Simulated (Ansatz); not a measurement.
Input (CCSDT(Q)/def2-SVP; Ansatz, a program for electronic structure):

Ansatz 0.2 input:
```yaml
crystal:
  periodic: [false, false, false]
  atoms:
    - {symbol: Al, position_ang: [-0.54196636, -1.12024237, -0.11769331]}
    - {symbol: H, position_ang: [-1.75927810, -1.58918969, -0.96925432]}
    - {symbol: Br, position_ang: [0.16287753, 1.03239022, -0.16418461]}
    - {symbol: O, position_ang: [0.26094264, -2.24236506, 0.85455392]}
    - {symbol: H, position_ang: [1.01658628, -2.04239675, 1.40929743]}
basis:
  gaussian:
    orbitals: def2-SVP
magnetization: {spin_polarized: false}
correlation: {method: ccsdt_q, electrons: outside_noble_gas}
```

Output:

```
Functional definition: HF
integrals: 0.07 GiB planned
1203 factors; integrals over basis functions are off by at most 1.7e-7 eV
mean field: 0.37 GiB planned
mean field evaluation 1: about -78639.2085 eV, gradient 3.6e1 eV
mean field evaluation 2: about -78639.2283 eV, gradient 3.6e1 eV
mean field evaluation 4: about -78641.8601 eV, gradient 1.9e0 eV
mean field evaluation 8: about -78641.8811 eV, gradient 1.6e-1 eV
mean field evaluation 16: about -78641.8458 eV, gradient 5.2e-1 eV
mean field -78641.88117269 eV, -2890.0358277146 hartree, gradient 5.6e-6 eV, S^2 0.000000; 0 other end points of the search recorded, 0 dependent functions left out
20 core orbitals not correlated
reference -78641.88117269 eV, -2890.0358277146 hartree; 9, 9 occupied and 45, 45 virtual orbitals, 1203 factors
second order -10.02620079 eV of doubles, -0.00000000 eV of singles
coupled cluster: 0.79 GiB planned
cycle   1  -10.38903032 eV  change   -3.6e-1 eV  update   8.5e-2
cycle   2  -10.72666542 eV  change   -3.4e-1 eV  update   3.9e-2
cycle   3  -10.92705359 eV  change   -2.0e-1 eV  update   2.0e-2
cycle   4  -10.91412587 eV  change    1.3e-2 eV  update   6.4e-3
cycle   5  -10.90433490 eV  change    9.8e-3 eV  update   3.5e-3
cycle   6  -10.90691702 eV  change   -2.6e-3 eV  update   1.2e-3
cycle   7  -10.90725686 eV  change   -3.4e-4 eV  update   4.4e-4
cycle   8  -10.90708763 eV  change    1.7e-4 eV  update   2.0e-4
cycle   9  -10.90701708 eV  change    7.1e-5 eV  update   6.0e-5
cycle  10  -10.90706560 eV  change   -4.9e-5 eV  update   2.8e-5
cycle  11  -10.90701690 eV  change    4.9e-5 eV  update   1.2e-5
cycle  12  -10.90702323 eV  change   -6.3e-6 eV  update   4.1e-6
cycle  13  -10.90702405 eV  change   -8.3e-7 eV  update   2.0e-6
perturbative correction -0.02608982 eV, -0.0009587833 hartree
Total energy: -78652.81428656 eV, -2890.4376122388 hartree
```
